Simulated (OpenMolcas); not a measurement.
Ni6+.

| Quantity | Value |
| --- | --- |
| Program | OpenMolcas 26.06 |
| Method | CASSCF |
| Basis | ANO-RCC-VTZP [6s5p3d2f1g] |
| Scalar Hamiltonian | DKH2, point nucleus |
| Active space | 4 electrons in 10 orbitals (3d 4d) |
| State averaging | 2S+1 = 5 even, 5 roots; 2S+1 = 3 even, 45 roots; 2S+1 = 1 even, 44 roots |
| Spin-orbit coupling | state interaction with AMFI integrals over the reference wave functions, term energies averaged over their components |

Levels without dynamic correlation, in cm⁻¹ above 3d⁴ ⁵D₀:

```json
{"Level": "3d⁴ ³F₂(1)", "E": "38108"}
{"Level": "3d⁴ ³H₄", "E": "32947"}
{"Level": "3d⁴ ³P₀(1)", "E": "34491"}
{"Level": "3d⁴ ³G₃", "E": "41786"}
```

On this reference, MS-CASPT2, IPEA 0.25 Eh, imaginary shift 0.1 Eh (closed shells correlated: 3s 3p) puts 3d⁴ ³F₂(1) at 35020 cm⁻¹.

Q: Estimate the other levels at that method by one scale factor, and say how well it serves.

A: The factor is 35020 / 38108 = 0.919. Scaled values beside those that MS-CASPT2 gives and measured ones (Corliss and Sugar, J. Phys. Chem. Ref. Data 10, 197 (1981)):
```csv
Level,Scaled,MS-CASPT2,Miss (%),Measured
3d⁴ ³H₄,30278,32310,-6.3,31672
3d⁴ ³P₀(1),31697,30720,+3.2,30077
3d⁴ ³G₃,38401,39000,-1.5,38160
```
For these levels the scaled values miss MS-CASPT2 by up to 6.3 %, as correlation changes each term by its own factor, spin-orbit parts do not scale and CASPT2 has its own spread within terms. This holds within one configuration; levels of others move differently, and the target method has errors of its own against measurement.

CASPT2 breaks the degeneracy within a term, and the mean is taken; among the terms shown or strongly mixed into the levels shown the widest spread is 240 cm-1 (3d⁴ ³G, MS-CASPT2). Active for correlation alone: 4d; no level in the range computed is led by a configuration that fills it, so any true level of that kind is missing. Without dynamic correlation excited terms often stand tens of per cent too high (terms of higher spin than the ground term too low), and those without a measured partner can miss by more than the paired ones (holds for CASSCF). Computed and measured levels are paired by configuration, term and J; levels that our copy of the source lacks, or whose pairing is in doubt (as where it misses far off the trend of its configuration), stay unpaired and out of the deviations. Only configurations of the active space appear.

A number in round brackets counts repeated terms of one configuration in the order of the reference energies.
